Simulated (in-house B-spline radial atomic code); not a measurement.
**How G0W0 and RPA depend on the start: P IV (P3+)**

Configuration [Ne] 3s2. Computed with a B-spline radial code for spherical atoms: all electrons, scalar-relativistic (spin-free one-electron X2C), finite nucleus, each spin shell either full or empty, empty states to l = 9 with an (l + 1/2)⁻⁴ tail; G0W0 by contour deformation at full frequency.

```tsv
start	mean-field 3s (eV)	G0W0 (eV)	QP weight	RPA correlation (Eh)
Hartree-Fock	-50.00	-51.57	0.971	-0.65498
LDA VWN5	-45.74	-51.92	0.943	-0.7471
PBE	-45.61	-51.88	0.943	-0.74535
PBE0	-46.95	-51.80	0.953	-0.71789
r2SCAN	-45.81	?	?	?
HSE06	-46.58	-51.81	0.950	-0.72207
B3LYP (VWN-RPA)	-46.82	-51.81	0.950	-0.72378
SCAN	-45.85	-51.87	0.947	-0.73064
TPSS	-45.68	-51.87	0.944	-0.7398
BHandHLYP	-48.24	-51.70	0.960	-0.69492
CAM-B3LYP	-48.56	-51.73	0.960	-0.70787
LC-wPBE	-50.08	-51.69	0.966	-0.7031
wB97X	-49.58	-51.67	0.965	-0.70023
PBEsol	-45.55	?	?	?
BLYP	-45.58	-51.86	0.942	-0.7461
r2SCAN0	-47.08	-51.79	0.955	-0.70875
LDA exchange-only	-44.34	-51.88	0.943	-0.7465
```

What G0W0 level, weight and RPA correlation energy follow from the r2SCAN start?

G0W0 level -51.87 eV, weight 0.947, RPA correlation -0.73083 hartree.

What G0W0 level, weight and RPA correlation energy follow from the PBEsol start?

G0W0 level -51.89 eV, weight 0.943, RPA correlation -0.74566 hartree.

How much of the dependence on the start does G0W0 remove?

The mean-field levels span 5.74 eV and the G0W0 levels 0.35 eV. Against 51.444 eV (NIST, measured) the G0W0 removal energies are off by +0.12 to +0.47 eV, with spin-orbit coupling, Breit and QED terms left out.
